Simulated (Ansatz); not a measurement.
Basis-set extrapolation for C2H8O3Si2, SMILES `C=C[SiH](O)O[SiH2]O` (PBE0-D4/def2-TZVP geometry, frozen core, Ansatz 0.2.0). Multiplicity 1, RHF reference.

|  | def2-TZVPP | def2-QZVPP |
| --- | --- | --- |
| HF | -883.209840 | -883.243704 |
| MP2 correlation | -1.273348 | -1.372003 |
| CCSD(T) correlation | -1.370025 | not run |

Energies in hartree. Use E(X) = E(∞) + A·exp(−7.88·√X) for Hartree–Fock and E(X) = E(∞) + B·X^(−2.97) for correlation, with X = 3 and 4, and add CCSD(T) minus MP2 of the smaller set to the MP2 limit.

**Question.** What is the CCSD(T) energy at the basis-set limit?

**Answer.** HF limit: -883.243704 + (-0.033864) × 0.13774 = -883.24837. MP2 limit: -1.372003 + (-0.098655) × 0.74074 = -1.44508. Higher-order term: -1.370025 − (-1.273348) = -0.09668. Total: -884.79013 hartree, 552.1 kJ/mol below CCSD(T)/def2-TZVPP.
